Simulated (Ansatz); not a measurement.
`OC(O)[SiH3]` + `CCCO` → `CCCO[SiH3]` + `OCO`  (ligand exchange at the Si–C bond)

Calculated with Ansatz (gas phase, PBE0-D4/def2-TZVP geometries, no zero-point term in ΔE). CBS: MP2 limit from def2 TZ/QZ plus the TZ coupled-cluster correction, frozen cores. This one scheme is used for every species. DFT in def2-TZVPP. B3LYP here is the variant with VWN-RPA as its local correlation; programs differ in this. Each species was taken in one conformer, which may not be the lowest.

```json
{"level": "r2SCAN-D4", "ΔE (kJ/mol)": "-115.6", "difference from CCSD(T)/CBS": "2.9"}
{"level": "PBE0-D4", "ΔE (kJ/mol)": "-110.3", "difference from CCSD(T)/CBS": "8.2"}
{"level": "ωB97X-V", "ΔE (kJ/mol)": "-116.6", "difference from CCSD(T)/CBS": "1.9"}
{"level": "ωB97M-V", "ΔE (kJ/mol)": "-115.6", "difference from CCSD(T)/CBS": "2.9"}
{"level": "B2PLYP", "ΔE (kJ/mol)": "-122.2", "difference from CCSD(T)/CBS": "-3.7"}
{"level": "PBE", "ΔE (kJ/mol)": "-102.8", "difference from CCSD(T)/CBS": "15.7"}
{"level": "r2SCAN", "ΔE (kJ/mol)": "-115.2", "difference from CCSD(T)/CBS": "3.3"}
{"level": "B3LYP", "ΔE (kJ/mol)": "-119.3", "difference from CCSD(T)/CBS": "-0.8"}
{"level": "HF/def2-TZVPP", "ΔE (kJ/mol)": "-140.8", "difference from CCSD(T)/CBS": "-22.3"}
{"level": "MP2/def2-TZVPP", "ΔE (kJ/mol)": "-123.8", "difference from CCSD(T)/CBS": "-5.3"}
{"level": "SCS-MP2/def2-TZVPP", "ΔE (kJ/mol)": "-126.5", "difference from CCSD(T)/CBS": "-8.0"}
{"level": "CCSD/def2-TZVPP", "ΔE (kJ/mol)": "-122.4", "difference from CCSD(T)/CBS": "-3.9"}
{"level": "MP2/def2-QZVPP", "ΔE (kJ/mol)": "-123.8", "difference from CCSD(T)/CBS": "-5.3"}
{"level": "SCS-MP2/def2-QZVPP", "ΔE (kJ/mol)": "-126.4", "difference from CCSD(T)/CBS": "-7.9"}
{"level": "MP2/CBS(def2)", "ΔE (kJ/mol)": "-123.0", "difference from CCSD(T)/CBS": "-4.5"}
{"level": "CCSD/CBS(def2)", "ΔE (kJ/mol)": "-121.5", "difference from CCSD(T)/CBS": "-3.0"}
{"level": "CCSD(T)/CBS", "ΔE (kJ/mol)": "-118.5", "difference from CCSD(T)/CBS": "0"}
```

Largest T1 diagnostic among the species: 0.012.

From PBE to PBE0 (25 % exact exchange), in def2-TZVPP and without D4, ΔE moves by −7.5 kJ/mol. In def2-TZVPP, CCSD(T) changes the Hartree–Fock value by +21.4 kJ/mol (the triples alone add +3.0 kJ/mol) and MP2 by +16.9 kJ/mol.
